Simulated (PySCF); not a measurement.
C₂H₆N, SMILES C=[NH+]C, charge +1. Coordinates come from a B3LYP-D3(BJ)/def2-TZVP optimisation. The isomer is the one that the SMILES or the coordinates give; other isomers of the formula were not compared.

The numbers are results of PySCF with B3LYP-D3(BJ)/def2-TZVP, not measurements.

Harmonic wavenumbers (cm⁻¹): 188, 467, 578, 908, 1055, 1075, 1138, 1154, 1267, 1439, 1465, 1469, 1482, 1528, 1754, 3064, 3141, 3145, 3175, 3261, 3480. Rotational constants (GHz): 48.20, 9.825, 8.604; symmetry number 1.

**Question.** Work out the zero-point energy and the ideal-gas rigid-rotor harmonic-oscillator thermochemistry at 298.15 K and 1 atm.

**Answer.** ZPE = ½ Σ hcν = ½ × 36232 cm⁻¹ = 216.72 kJ/mol. H − E(el) = 229.77 kJ/mol. Entropy in J/(mol K): translation 155.96, rotation 91.60, vibration 16.61, total 264.18. G − E(el) = 151.01 kJ/mol. Cp = 60.29 J/(mol K).
